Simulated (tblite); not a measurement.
C5H12P2.
Geometry (GFN2-xTB, Å), atoms numbered from 1 in this order:
```xyz
19
C5H12P2 angstrom
C      3.0831   -0.7700    0.4506
C      1.8798   -0.3907   -0.3423
C      0.7279    0.0054    0.1839
P     -0.6950    0.4814   -0.8447
P     -0.5095    2.6335   -0.5441
C     -2.0410    0.2070    0.4208
C     -2.3464   -1.2751    0.5880
H      2.8736   -0.7396    1.5175
H      3.4109   -1.7734    0.1808
H      3.9036   -0.0860    0.2333
H      1.9860   -0.4442   -1.4188
H      0.6016    0.0563    1.2607
H     -1.4747    2.9227   -1.5062
H      0.5239    2.7363   -1.4721
H     -2.9341    0.7366    0.0750
H     -1.7341    0.6502    1.3734
H     -2.6966   -1.6982   -0.3511
H     -3.1159   -1.4245    1.3436
H     -1.4530   -1.8186    0.8917
```

Computed with GFN2-xTB (tblite): harmonic, unscaled wavenumbers at the GFN2-xTB geometry, gas phase. Against measured fundamentals such values can be off by several per cent, at times by over 20. Modes of hydrogen on phosphorus can be 10 to 20 % off. One conformer, not necessarily the lowest.

Harmonic wavenumbers (cm⁻¹): 31.6, 77.8, 104.7, 131.2, 137.4, 153.3, 165.4, 211.8, 249.6, 282.7, 331.5, 394.2, 506.8, 666.9, 678.7, 733.6, 750.4, 757.9, 814.7, 979.9, 985.0, 997.7, 1013.3, 1030.9, 1073.1, 1103.4, 1122.5, 1208.3, 1223.9, 1251.3, 1278.9, 1397.8, 1410.4, 1448.2, 1473.1, 1479.1, 1495.3, 1499.9, 1678.7, 2255.1, 2321.9, 2924.1, 2943.7, 2997.0, 2998.2, 3013.0, 3015.0, 3020.3, 3033.4, 3034.5, 3050.0.

A = 1825, B = 1194, C = 793.3 MHz; mass 134.041 u (most abundant isotopes); point group C1, symmetry number 1.

Q: What is the zero-point energy?

A: ½Σν̃ = 33469 cm⁻¹ = 400.37 kJ/mol.

Q: Entropy at 298.15 K, 1 bar (ideal gas, RRHO, classical rotation)?

A: Translation 169.94, rotation 123.89, vibration 144.86: S = 438.7 J/(mol K).

Q: And Cp and H(298.15 K) − H(0)?

A: Cp = 166.56 J/(mol K), of which vibrations give 133.30 (their classical limit is 51 R = 424.0); H(298.15 K) − H(0) = 31.79 kJ/mol without the zero-point energy, 21.87 from vibrations.

Q: What must be added to the electronic energy to get the Gibbs energy at 298.15 K and 1 bar?

A: ZPE + [H(298.15 K) − H(0)] − T·S = 400.37 + 31.79 − 130.79 = 301.37 kJ/mol.

Q: How do the functions run with temperature in this model?

A: 
```json
{"T (K)": "150", "S (J/(mol K))": "345.4", "Cp (J/(mol K))": "112.1", "H − H(0) (kJ/mol)": "11.21", "G − H(0) (kJ/mol)": "-40.60", "ln q(vib)": "3.96"}
{"T (K)": "250", "S (J/(mol K))": "411.0", "Cp (J/(mol K))": "148.3", "H − H(0) (kJ/mol)": "24.21", "G − H(0) (kJ/mol)": "-78.54", "ln q(vib)": "7.15"}
{"T (K)": "400", "S (J/(mol K))": "493.0", "Cp (J/(mol K))": "204.4", "H − H(0) (kJ/mol)": "50.70", "G − H(0) (kJ/mol)": "-146.49", "ln q(vib)": "11.53"}
{"T (K)": "600", "S (J/(mol K))": "588.0", "Cp (J/(mol K))": "265.1", "H − H(0) (kJ/mol)": "97.99", "G − H(0) (kJ/mol)": "-254.83", "ln q(vib)": "16.94"}
{"T (K)": "900", "S (J/(mol K))": "708.0", "Cp (J/(mol K))": "326.3", "H − H(0) (kJ/mol)": "187.41", "G − H(0) (kJ/mol)": "-449.83", "ln q(vib)": "24.35"}
```

q(vib) and H(0) count from the zero-point level.

Q: Blend soft modes into free rotors: weight 1/[1 + (100 cm⁻¹/ν̃)⁴] for the oscillator and the rest for a rotor with moment μB/(μ + B), μ = h/(8π²ν), B = 10⁻⁴⁴ kg m². What vibrational entropy results?

A: 133.33 J/(mol K) in place of 144.86, which changes −T·S at 298.15 K by +3.44 kJ/mol.

Hindered rotation and anharmonicity are outside this model. Other conformers, if any are populated, would add a mixing term that is left out. The structure is chiral; the term R ln 2 for an equal mix with its mirror image is left out.
